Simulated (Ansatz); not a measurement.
`[CH3][Al][GeH3]` radical, charge 0, multiplicity 2.

(1) Give a relaxed structure at PBE0-D4/def2-TZVP (the Gaussian-basis code of Ansatz). (Best estimate.)

Results:

(1) Computed: 
Z-matrix (Å, degrees):
```
C
Al 1 1.967
H 1 1.091 2 114.0
H 1 1.096 2 109.5 3 121.6
H 1 1.096 2 109.5 3 -121.5
Ge 2 2.511 1 116.9 3 -179.4
H 6 1.541 2 113.6 1 179.7
H 6 1.547 2 111.7 1 59.1
H 6 1.547 2 111.6 1 -59.8
```
Point group Cs.
This is one stationary point; other conformers may exist.
